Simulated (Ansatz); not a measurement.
TeH, multiplicity 2 (the spin of the measured ground state), most abundant isotopes (1.0078 and 129.9062 u). Constants from fifth-degree fits in 1/R to seven points on the lowest solution found; no spin–orbit coupling, no relativity up to Kr; ω_e x_e and α_e move by some per cent with the fit.

Correlated levels freeze the inner cores; with def2 sets outer-core shells near the valence are correlated too. CBS: X⁻³ extrapolation of the correlation energy, Hartree–Fock from the larger set.

Codes used: Ansatz (a quantum-chemistry and plane-wave program). Values without a source in brackets are computed. In def2 rows elements past Kr take small-core potentials, without spin–orbit coupling.

| level | r_e (Å) | ω_e (cm⁻¹) | ω_e x_e (cm⁻¹) | α_e (cm⁻¹) |
|---|---|---|---|---|
| PBE/def2-TZVPP | 1.6745 | 2068.1 | 32.2 | 0.152 |
| CCSD(T)/CBS(def2-TZVPP, def2-QZVPP) | 1.6513 | 2156.0 | 37.2 | 0.155 |

Task: Predict ω_e, ω_e x_e, B_e and the fall in zero-point energy on putting deuterium (2.014102 u) for H, at CCSD(T)/CBS(def2-TZVPP, def2-QZVPP).

Result: 
The curve stays; ρ = √(μ_H/μ_D) = √(1.00007/1.98335) = 0.71009. ω_e scales with ρ: 1531 cm⁻¹; ω_e x_e and B_e with ρ²: 18.8 and 3.117 cm⁻¹. The zero-point energy falls by 308 cm⁻¹, by which D₀ of the deuteride is larger.
